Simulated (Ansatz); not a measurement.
Input and output for SiHMe2(SiH3) (C₂H₁₀Si₂).

```yaml
crystal:
  periodic: [false, false, false]
  atoms:
    - {symbol: Si, position_ang: [0.082956, 0.143510, 0.548718]}
    - {symbol: H, position_ang: [0.077947, 0.135443, 2.059559]}
    - {symbol: C, position_ang: [1.876745, 0.127986, -0.066495]}
    - {symbol: H, position_ang: [2.421463, -0.762717, 0.307106]}
    - {symbol: H, position_ang: [2.417798, 1.031787, 0.282254]}
    - {symbol: H, position_ang: [1.913079, 0.111932, -1.174954]}
    - {symbol: C, position_ang: [-0.830235, 1.688255, -0.064576]}
    - {symbol: H, position_ang: [-1.871107, 1.714708, 0.316930]}
    - {symbol: H, position_ang: [-0.870550, 1.710883, -1.172752]}
    - {symbol: H, position_ang: [-0.315485, 2.609092, 0.279447]}
    - {symbol: Si, position_ang: [-1.033986, -1.794919, -0.192661]}
    - {symbol: H, position_ang: [-0.403930, -3.046486, 0.364452]}
    - {symbol: H, position_ang: [-0.977881, -1.884801, -1.698479]}
    - {symbol: H, position_ang: [-2.486816, -1.784663, 0.211453]}
basis:
  gaussian: {orbitals: def2-mTZVP}
hamiltonian: {xc: {name: B97}}
```

```sh
$ ansatz run in.yaml --threads 4 --pin off --events-out ev --progress --plain --max-ram 3916MiB
```

Output, abridged:

```
Functional definition: B97
1254 factors; their error is unknown
mean field evaluation 1: about -17980.6501 eV, gradient 6.6e1 eV
mean field evaluation 2: about -17974.7883 eV, gradient 7.6e1 eV
mean field evaluation 4: about -17990.6137 eV, gradient 2.0e0 eV
mean field evaluation 8: about -17990.6267 eV, gradient 6.3e-2 eV
mean field evaluation 16: about -17990.6858 eV, gradient 1.2e-4 eV
mean field -17990.68583418 eV, -661.1455098811 hartree, gradient 1.4e-5 eV, S^2 0.000000; 0 other end points of the search recorded, 0 dependent functions left out
reference -17990.68586701 eV, -661.1455110876 hartree; 25, 25 occupied and 87, 87 virtual orbitals, 1254 factors
Total energy: -17990.68586701 eV, -661.1455110876 hartree
```

Run time 6 s (4 threads of Intel Xeon on a shared host).
